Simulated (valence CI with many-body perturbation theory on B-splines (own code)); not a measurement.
# Forbidden lines of Au⁶⁴⁺

Method: configuration interaction combined with many-body perturbation theory (CI+MBPT): five valence electrons over a frozen Dirac-Fock core [Ne], a basis of 11 s, 11 p, 10 d, 8 f, 5 g, 2 h functions for each j, with the one-electron correlation potential Σ1, the two-electron term Σ2, the three-electron term Σ3, Breit, model QED; selected CI, second order for the rest, scaled by the run's own slope (own B-spline code, finite nucleus).

The last digits are not significant, and no measured levels were compared; by estimate large intervals hold to a few tenths of a per cent, small ones and those within an open d or f shell to about a per cent. Among the levels kept, up to 3200 cm⁻¹ of a level comes from second order outside the variational space, and about a tenth of that is noise between levels of different J, which matters for small intervals.

Lines 1 to 20 of 20 in falling wavelength, among levels below 13725 × 10³ cm⁻¹, chosen from the decays that carry over 1 % of a level's rate. Wavelengths and rates use the calculated energies. Electric multipoles are in the length gauge, E1 and E2 with the static RPA response of the core. S is in atomic units (e²a₀⁴ for E2 and M2, e²a₀⁶ for E3), for M1 in squared Bohr magnetons. Weak lines are less certain than strong ones. Lines between different terms over intervals too small for the method are left out, as are lines whose strength nearly cancels.

Levels are named by their leading jj configuration (3d3/2^4 stands for four electrons in 3d with j = 3/2), which in mixed levels can hold well under half, so a name can repeat and another be missing. Letters in brackets count levels of one name in rising energy.

| λ vac (Å) | Upper | Lower | Type | A (s⁻¹) | S (a.u.) |
| --- | --- | --- | --- | --- | --- |
| 111.6 | (3s^2 3p1/2 3p3/2 3d5/2) J=9/2 | (3s^2 3p1/2 3p3/2 3d3/2) J=7/2 | M1 | 7.93e+06 | 4.09e+00 |
| 27.50 | (3s^2 3p3/2^2 3d5/2) J=9/2 | (3s^2 3p1/2 3p3/2 3d5/2) J=7/2 [b] | M1 | 2.74e+08 | 2.11e+00 |
| 27.29 | (3s^2 3p1/2 3p3/2 3d5/2) J=7/2 [a] | (3s^2 3p1/2^2 3d5/2) J=5/2 | M1 | 5.79e+08 | 3.49e+00 |
| 26.48 | (3s^2 3p1/2 3p3/2 3d5/2) J=9/2 | (3s^2 3p1/2^2 3d5/2) J=5/2 | E2 | 1.26e+07 | 1.46e-03 |
| 26.45 | (3s^2 3p1/2 3p3/2 3d3/2) J=5/2 [a] | (3s^2 3p1/2^2 3d3/2) J=3/2 | M1 | 3.14e+08 | 1.29e+00 |
| 26.27 | (3s^2 3p1/2 3p3/2^2) J=3/2 | (3s^2 3p1/2^2 3p3/2) J=3/2 | M1 | 9.94e+08 | 2.67e+00 |
| 26.24 | (3s^2 3p1/2 3p3/2 3d3/2) J=1/2 [a] | (3s^2 3p1/2^2 3d3/2) J=3/2 | M1 | 6.37e+08 | 8.53e-01 |
| 26.16 | (3s^2 3p3/2^2 3d5/2) J=5/2 [a] | (3s^2 3p1/2 3p3/2 3d5/2) J=3/2 [b] | M1 | 3.65e+08 | 1.45e+00 |
| 26.15 | (3s^2 3p3/2^3) J=3/2 | (3s^2 3p1/2 3p3/2^2) J=1/2 | M1 | 2.47e+08 | 6.55e-01 |
| 25.95 | (3s^2 3p3/2^2 3d5/2) J=9/2 | (3s^2 3p1/2 3p3/2 3d5/2) J=9/2 | M1 | 4.09e+08 | 2.65e+00 |
| 25.59 | (3s^2 3p1/2 3p3/2^2) J=5/2 | (3s^2 3p1/2^2 3p3/2) J=3/2 | M1 | 1.69e+08 | 6.29e-01 |
| 25.59 | (3s^2 3p1/2 3p3/2^2) J=5/2 | (3s^2 3p1/2^2 3p3/2) J=3/2 | E2 | 2.68e+07 | 1.58e-03 |
| 25.25 | (3s^2 3p3/2^3) J=3/2 | (3s^2 3p1/2 3p3/2^2) J=5/2 | M1 | 2.71e+08 | 6.47e-01 |
| 25.22 | (3s^2 3p3/2^2 3d5/2) J=9/2 | (3s^2 3p1/2 3p3/2 3d5/2) J=7/2 [a] | M1 | 3.26e+08 | 1.94e+00 |
| 24.73 | (3s^2 3p1/2 3p3/2^2) J=1/2 | (3s^2 3p1/2^2 3p3/2) J=3/2 | M1 | 5.56e+08 | 6.24e-01 |
| 24.73 | (3s^2 3p1/2 3p3/2^2) J=1/2 | (3s^2 3p1/2^2 3p3/2) J=3/2 | E2 | 2.26e+07 | 3.74e-04 |
| 24.62 | (3s^2 3p3/2^3) J=3/2 | (3s^2 3p1/2 3p3/2^2) J=3/2 | M1 | 1.11e+09 | 2.45e+00 |
| 24.50 | (3s^2 3p3/2^2 3d5/2) J=5/2 [a] | (3s^2 3p1/2 3p3/2 3d5/2) J=5/2 [a] | M1 | 7.73e+07 | 2.53e-01 |
| 24.32 | (3s^2 3p3/2^2 3d5/2) J=5/2 [a] | (3s^2 3p1/2 3p3/2 3d5/2) J=3/2 [a] | M1 | 1.02e+08 | 3.27e-01 |
| 23.66 | (3s^2 3p3/2^2 3d5/2) J=5/2 [a] | (3s^2 3p1/2 3p3/2 3d5/2) J=7/2 [a] | M1 | 6.05e+08 | 1.78e+00 |
